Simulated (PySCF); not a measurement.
Al(H)(F)(OEt) (C₂H₆AlFO), SMILES CC[O][AlH][F]. Heavy atoms are numbered as in [AlH:1]([F:3])[O:4][CH2:5][CH3:6]. Hydrogens are named by the atom that carries them.

Geometry: B3LYP-D3(BJ)/def2-SVP. The structure was generated by enumeration; whether it is a known compound was not checked. The values are those of a single conformer.

Level of theory: PBE/def2-TZVP (PySCF).

ESP charges are fitted to the potential on shells at 1.4 to 2.0 van der Waals radii. Atomic charges (e), one atom of each kind:

```
atom       ESP fit    IAO
---------  -------  -----
Al1 (AlH)     1.04   1.17
H on Al1     -0.27  -0.22
F3           -0.44  -0.55
O4           -0.55  -0.63
C5 (CH2)      0.25  -0.04
C6 (CH3)     -0.32  -0.44
H on C5       0.02   0.14
H on C6       0.08   0.14
```
